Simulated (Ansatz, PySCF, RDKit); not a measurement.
Torsion S4–B2–S3–H5 in BFH2S2 (SMILES FB(S)S); at each angle all else is relaxed with GFN2-xTB, and the levels are single points there.
Geometry at 180° (charge 0, multiplicity 1):
| atom | x (Å) | y (Å) | z (Å) |
|---|---|---|---|
| F | -0.8568 | -1.8406 | 0.2230 |
| B | -0.3227 | -0.6532 | -0.0142 |
| S | 1.4380 | -0.5644 | -0.4058 |
| S | -1.3838 | 0.7933 | 0.0679 |
| H | 1.6694 | -1.8673 | -0.3225 |
| H | -0.4538 | 1.6945 | -0.2259 |

On the grid 0° to 330°, 270° is the highest and 180° the lowest point at MP2/CBS(cc-pV(T+d)Z, cc-pV(Q+d)Z) + ΔCCSD(T)/cc-pV(T+d)Z.

Cores are frozen in the correlated methods. Rows in 6-31G* carry no dispersion term and start afresh at each structure (6-31G* with six Cartesian d functions). MP2/6-31G* freezes PySCF's default core.

Programs: Ansatz (an electronic-structure program); PySCF for 6-31G* rows, the dispersion terms; RDKit for the force fields. Each number belongs to the level named beside it.

```tsv
level	energy at 270° less that at 180° (kcal/mol)
UFF	-8.25
HF/6-31G*	9.00
HF/cc-pV(T+d)Z	8.64
PBE0/def2-TZVPP	8.62
PBE0-D3(BJ)/def2-TZVPP	8.59
wB97X-V/def2-TZVPP	8.43
MP2/6-31G*	?
MP2/cc-pV(T+d)Z	8.66
SCS-MP2/cc-pV(T+d)Z	8.59
```

Complete the blanks.


- MP2/6-31G*, energy at 270° less that at 180° (kcal/mol): 9.53
